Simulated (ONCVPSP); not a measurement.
**Which change was made? (Ho, ONCV)**

| Quantity | Value |
| --- | --- |
| Element | Ho (Z = 67) |
| Generator | ONCVPSP 4.0.1 |
| Type | optimised norm-conserving Vanderbilt (ONCV) |
| Functional | LDA (Perdew-Wang 92) |
| Relativity | scalar-relativistic |
| Frozen core | [Kr] 4d10 |
| Valence charge | 21 |
| Reference configuration | 4f11 5s2 5p6 5d1 6s1 |
| Partial waves | 5s+6s: rc 2.45 bohr, ncon 3, nbas 6, qcut 5.8 1/bohr, 2 projectors; 5p: rc 2.45 bohr, ncon 4, nbas 9, qcut 6.6 1/bohr, 2 projectors, debl 2.4 Ha; 5d: rc 2.55 bohr, ncon 3, nbas 6, qcut 3.3 1/bohr, 2 projectors, debl 1.7 Ha; 4f: rc 0.85 bohr, ncon 5, nbas 10, qcut 21.1 1/bohr, 3 projectors, debl 3.4 Ha |
| Local potential | polynomial inside 0.60 bohr (lpopt 5, dvloc0 2 Ha) |
| Core correction | none |

Cutoffs, loose and tight: the cutoffs (Ha) at which the residual kinetic energy of the hardest occupied pseudo-wave falls to 1 and 0.1 mHa per electron. They do not see the model core or the augmentation charge, which bear on the density cutoff. Test errors are all-electron minus pseudo excitation energies from the reference, over the configurations 4f11 5s2 5p6 5d0 6s2; 4f11 5s2 5p6 5d0 6s1; 4f11 5s2 5p6 5d0 6s0; 4f11 5s2 5p6 5d0 6s0 6p1; variants that change the core or the reference have their own tests.

The base gives: outcome: generated; cutoff, loose: 191 Ha; cutoff, tight: 957 Ha; bound ghosts: s, p, d; GHOST(+) flags above zero: s; largest test error (meV): 4 of 4 tests not solved or not reliable.

After one change the result is: outcome: generated; cutoff, loose: 517 Ha; cutoff, tight: 959 Ha; bound ghosts: s, p, d, f; GHOST(+) flags above zero: s, f; largest test error (meV): 4 of 4 tests not solved or not reliable. Which change was it?
A. s: qcut 7; p: qcut 7.9; d: qcut 4; f: qcut 25.4
B. s: qcut 7.7; p: qcut 8.7; d: qcut 4.4; f: qcut 27.9
C. s: qcut 8.2; p: qcut 9.3; d: qcut 4.7; f: qcut 29.7
D. s: qcut 4.4; p: qcut 5; d: qcut 2.5; f: qcut 16

D. The others give: s: qcut 7; p: qcut 7.9; d: qcut 4; f: qcut 25.4 → outcome: generated; cutoff, loose: 223 Ha; cutoff, tight: 957 Ha; bound ghosts: s, p, d; GHOST(+) flags above zero: s; largest test error (meV): 4 of 4 tests not solved or not reliable | s: qcut 8.2; p: qcut 9.3; d: qcut 4.7; f: qcut 29.7 → outcome: failed: ERROR pspot: first pseudo wave function has node, program will stop | s: qcut 7.7; p: qcut 8.7; d: qcut 4.4; f: qcut 27.9 → outcome: generated; cutoff, loose: 301 Ha; cutoff, tight: 957 Ha; bound ghosts: s, p, d; GHOST(+) flags above zero: s; largest test error (meV): 4 of 4 tests not solved or not reliable.
